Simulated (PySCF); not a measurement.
**`CN(C)/C=C1/C=CC([N+](C)(C)C)=C1`, [C11H19N2]+, charge +1**

Molfile (atoms numbered from 1):
```
C11H19N2
     RDKit          3D

 32 32  0  0  0  0  0  0  0  0999 V2000
   -4.6947    0.1554    0.4349 C   0  0  0  0  0  0  0  0  0  0  0  0
   -3.2874    0.2515    0.1327 N   0  0  0  0  0  0  0  0  0  0  0  0
   -2.9199    1.2442   -0.8478 C   0  0  0  0  0  0  0  0  0  0  0  0
   -2.4064   -0.5354    0.7197 C   0  0  0  0  0  0  0  0  0  0  0  0
   -1.0319   -0.6098    0.5944 C   0  0  0  0  0  0  0  0  0  0  0  0
   -0.2886   -1.5977    1.3243 C   0  0  0  0  0  0  0  0  0  0  0  0
    1.0312   -1.4652    1.0301 C   0  0  0  0  0  0  0  0  0  0  0  0
    1.1596   -0.3807    0.1118 C   0  0  0  0  0  0  0  0  0  0  0  0
    2.4535    0.0498   -0.4314 N   0  0  0  0  0  0  0  0  0  0  0  0
    3.3693    0.3537    0.6851 C   0  0  0  0  0  0  0  0  0  0  0  0
    2.3119    1.2511   -1.2685 C   0  0  0  0  0  0  0  0  0  0  0  0
    3.0100   -1.0461   -1.2481 C   0  0  0  0  0  0  0  0  0  0  0  0
   -0.0755    0.1417   -0.1638 C   0  0  0  0  0  0  0  0  0  0  0  0
   -5.0660    1.1134    0.8046 H   0  0  0  0  0  0  0  0  0  0  0  0
   -4.8742   -0.6028    1.1929 H   0  0  0  0  0  0  0  0  0  0  0  0
   -5.2552   -0.1089   -0.4641 H   0  0  0  0  0  0  0  0  0  0  0  0
   -2.2958    2.0171   -0.3953 H   0  0  0  0  0  0  0  0  0  0  0  0
   -3.8173    1.7117   -1.2449 H   0  0  0  0  0  0  0  0  0  0  0  0
   -2.3757    0.7779   -1.6705 H   0  0  0  0  0  0  0  0  0  0  0  0
   -2.8350   -1.2469    1.4162 H   0  0  0  0  0  0  0  0  0  0  0  0
   -0.7246   -2.3197    1.9863 H   0  0  0  0  0  0  0  0  0  0  0  0
    1.8280   -2.0678    1.4213 H   0  0  0  0  0  0  0  0  0  0  0  0
    4.3318    0.6891    0.3013 H   0  0  0  0  0  0  0  0  0  0  0  0
    3.5215   -0.5320    1.2966 H   0  0  0  0  0  0  0  0  0  0  0  0
    2.9375    1.1337    1.3097 H   0  0  0  0  0  0  0  0  0  0  0  0
    1.6666    1.0398   -2.1186 H   0  0  0  0  0  0  0  0  0  0  0  0
    3.2885    1.5620   -1.6373 H   0  0  0  0  0  0  0  0  0  0  0  0
    1.8816    2.0615   -0.6830 H   0  0  0  0  0  0  0  0  0  0  0  0
    3.9729   -0.7562   -1.6663 H   0  0  0  0  0  0  0  0  0  0  0  0
    2.3219   -1.2827   -2.0580 H   0  0  0  0  0  0  0  0  0  0  0  0
    3.1389   -1.9359   -0.6362 H   0  0  0  0  0  0  0  0  0  0  0  0
   -0.2917    0.9661   -0.8104 H   0  0  0  0  0  0  0  0  0  0  0  0
  1  2  1  0
  2  3  1  0
  2  4  1  0
  4  5  2  0
  5  6  1  0
  6  7  2  0
  7  8  1  0
  8  9  1  0
  9 10  1  0
  9 11  1  0
  9 12  1  0
  8 13  2  0
 13  5  1  0
  1 14  1  0
  1 15  1  0
  1 16  1  0
  3 17  1  0
  3 18  1  0
  3 19  1  0
  4 20  1  0
  6 21  1  0
  7 22  1  0
 10 23  1  0
 10 24  1  0
 10 25  1  0
 11 26  1  0
 11 27  1  0
 11 28  1  0
 12 29  1  0
 12 30  1  0
 12 31  1  0
 13 32  1  0
M  CHG  1   9   1
M  END
```

Computed with quadratic response CAM-B3LYP/def2-SVPD first hyperpolarisability, Taylor convention, gas phase (PySCF 2.14.0). Geometry: GFN2-xTB.

(1) Give the tensor of the second harmonic β(−2ω;ω,ω) at 1340 nm in the axes of these coordinates.

Results:

(1) In au, Taylor convention; rows are the first index (the induced dipole):
```tsv
	xx	yy	zz	xy	xz	yz
x	+226.9	-94.6	-65.9	+4.1	-35.0	+70.7
y	-3.5	+9.7	+13.9	-78.2	+59.3	-30.4
z	-27.4	-28.2	+28.0	+58.2	-53.9	+12.5
```
Norm of βᵢ = ⅓ Σⱼ (βᵢⱼⱼ + βⱼᵢⱼ + βⱼⱼᵢ): 95.1 au, hyper-Rayleigh value 106.8 au.
